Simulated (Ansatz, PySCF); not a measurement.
Process, species as SMILES: [O]=[Ge] + 3 [H][H] (H2) → [GeH4] (GeH4) + O (H2O)
Geometries: B3LYP-D3(BJ)/def2-TZVP minima from Ansatz (a quantum-chemistry and plane-wave program). Frequencies are from Ansatz or PySCF. High T1 diagnostic, so coupled cluster is less sure: [O]=[Ge].

Property: energy of full hydrogenation (0 K, with B3LYP-D3(BJ) harmonic zero-point energies), in kcal/mol. Valence correlation only, unless marked. No spin-orbit coupling. Frozen are the shells of the preceding noble gas and the d and f shells that filled before the atom's block. Non-relativistic. CBS(X,Y): correlation extrapolated as X^-3; Hartree-Fock from the larger set.

```csv
level,program,energy of full hydrogenation (kcal/mol)
HF/aug-cc-pVDZ,Ansatz,-51.6
```

Task: Predict the CCSD(T)/CBS(def2-TZVPPD,def2-QZVPPD) result (Ansatz).

Result: -28.8 kcal/mol, so HF/aug-cc-pVDZ differs from it by -22.8 kcal/mol.
